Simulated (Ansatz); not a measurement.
CH6AsCu⁺, that is Cu(AsH3)Me with one electron fewer. Total charge 1; doublet. Geometry B3LYP-D4/def2-SVP.

```xyz
9

Cu   -0.091    0.148   -0.288
As    0.550   -0.923    1.763
H     1.961   -1.443    1.858
H    -0.227   -2.145    2.177
H     0.471   -0.101    3.024
C    -0.625    1.048   -2.003
H    -1.695    1.222   -1.817
H    -0.373    0.264   -2.731
H     0.029    1.931   -1.982
```

**Question.** Estimate the α-spin orbital energies around the gap (eV) in Ansatz with PBE-D4/def2-TZVP, PBE0-D4/def2-TZVP.

**Answer.** 
```json
{"orbital": "HOMO−5", "PBE-D4/def2-TZVP": "-12.41", "PBE0-D4/def2-TZVP": "-14.09"}
{"orbital": "HOMO−4", "PBE-D4/def2-TZVP": "-12.22", "PBE0-D4/def2-TZVP": "-14.09"}
{"orbital": "HOMO−3", "PBE-D4/def2-TZVP": "-12.22", "PBE0-D4/def2-TZVP": "-14.05"}
{"orbital": "HOMO−2", "PBE-D4/def2-TZVP": "-12.07", "PBE0-D4/def2-TZVP": "-14.05"}
{"orbital": "HOMO−1", "PBE-D4/def2-TZVP": "-12.07", "PBE0-D4/def2-TZVP": "-13.60"}
{"orbital": "HOMO", "PBE-D4/def2-TZVP": "-11.52", "PBE0-D4/def2-TZVP": "-12.87"}
{"orbital": "LUMO", "PBE-D4/def2-TZVP": "-5.96", "PBE0-D4/def2-TZVP": "-4.99"}
{"orbital": "LUMO+1", "PBE-D4/def2-TZVP": "-5.86", "PBE0-D4/def2-TZVP": "-4.86"}
{"orbital": "LUMO+2", "PBE-D4/def2-TZVP": "-5.86", "PBE0-D4/def2-TZVP": "-4.86"}
{"orbital": "LUMO+3", "PBE-D4/def2-TZVP": "-4.15", "PBE0-D4/def2-TZVP": "-3.15"}
{"orbital": "LUMO+4", "PBE-D4/def2-TZVP": "-3.33", "PBE0-D4/def2-TZVP": "-2.40"}
{"orbital": "LUMO+5", "PBE-D4/def2-TZVP": "-3.33", "PBE0-D4/def2-TZVP": "-2.21"}
{"orbital": "β HOMO", "PBE-D4/def2-TZVP": "-11.92", "PBE0-D4/def2-TZVP": "-13.02"}
{"orbital": "β LUMO", "PBE-D4/def2-TZVP": "-10.52", "PBE0-D4/def2-TZVP": "-9.24"}
```
